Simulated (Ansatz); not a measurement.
Wavefunction ladder for CH$_{5}$FSeSn (`[CH3][SnH]([F])[SeH]`)

Z-matrix (Å, degrees):
```
C
Sn 1 2.122
H 1 1.090 2 110.0
H 1 1.089 2 108.7 3 120.1
H 1 1.090 2 109.2 3 -120.6
F 2 1.930 1 103.6 3 -178.2
Se 2 2.515 1 113.0 3 -62.2
H 2 1.703 1 119.0 3 66.7
H 7 1.469 2 91.5 1 -32.6
```

Total charge 0; spin multiplicity 1. Correlated methods include outer-core shells of Se, Sn, which these sets cover unevenly. Scalar relativity is left out up to krypton. Sn takes the def2 core potential. Geometry: relaxed with PBE0-D4/def2-TZVP. It is one conformer, not always the lowest. Frozen core, restricted reference, Ansatz.

```json
{"basis": "def2-SVP", "HF (Eh)": "-2753.05071", "MP2 corr.": "-0.68294"}
{"basis": "def2-TZVPP", "HF (Eh)": "-2753.53720", "MP2 corr.": "-1.03228"}
{"basis": "def2-QZVPP", "HF (Eh)": "-2753.59425", "MP2 corr.": "-1.58626"}
```

Question: Estimate the CCSD correlation energy and the (T) correction in each basis where they were run (hartree).

Answer: 
```tsv
basis	CCSD corr.	(T)
def2-SVP	-0.71656	-0.01735
def2-TZVPP	-1.05003	-0.03501
```
